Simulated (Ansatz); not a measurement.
Relaxation of AlH₅N₂Si (9 atoms, charge 0, multiplicity 1), to a largest force component of 0.02 eV/Å in at most 50 steps.

These are results of Ansatz 0.2.0, RKS PBE0/6-31G*, not measurements.

```xyz
9
Properties=species:S:1:pos:R:3
N 0.050 1.778 -0.068
Si 0.660 0.219 0.367
N -0.720 -0.943 0.608
Al 0.140 -1.510 -1.046
H -0.619 1.673 -0.924
H -0.612 2.142 0.708
H 1.277 -2.500 -1.362
H -0.333 -1.620 1.330
H -0.085 -1.989 -2.514
```

Where does it end, and by what steps?

The forces met the threshold. After 21 steps the energy has fallen by 4.147 eV; H6 moved furthest, 2.10 Å. Parted: Si2–Al4 (2.29 → 3.29 Å).

| step | energy less start (eV) | largest force component (eV/Å) | accepted |
| --- | --- | --- | --- |
| 0 | 0.0000 | 2.988 | yes |
| 1 | -1.2184 | 1.716 | yes |
| 2 | -1.8843 | 0.558 | yes |
| 3 | -2.1923 | 0.760 | yes |
| 4 | -2.4330 | 0.879 | yes |
| 5 | -2.6850 | 1.156 | yes |
| 6 | -2.8990 | 1.068 | yes |
| 7 | -3.1263 | 0.684 | yes |
| 8 | -3.2881 | 0.377 | yes |
| 9 | -3.3848 | 0.321 | yes |
| 10 | -3.4634 | 0.382 | yes |
| 11 | -3.5703 | 0.824 | yes |
| 12 | -3.7017 | 1.240 | yes |
| 13 | -3.8597 | 0.911 | yes |
| 14 | -3.9741 | 0.589 | yes |
| 15 | -4.0396 | 0.469 | yes |
| 16 | -4.0960 | 0.349 | yes |
| 17 | -4.1199 | 0.162 | yes |
| 18 | -4.1280 | 0.203 | yes |
| 19 | -4.1456 | 0.116 | yes |
| 20 | -4.1468 | 0.023 | yes |
| 21 | -4.1469 | 0.010 | yes |

```xyz
9
Properties=species:S:1:pos:R:3
N -0.318 1.513 -0.245
Si 0.385 0.716 1.109
N 0.437 -0.946 0.540
Al -0.031 -1.796 -0.978
H -0.476 2.511 -0.211
H -0.616 1.109 -1.126
H 0.204 -3.366 -1.079
H 0.836 -1.551 1.254
H -0.664 -0.940 -2.163
```

Time of the run: 2.7 min on 1 thread of Intel(R) Xeon(R) Platinum 8259CL CPU @ 2.50GHz (Skylake/Cascade Lake) (shared host), peak memory 0.17 GiB.
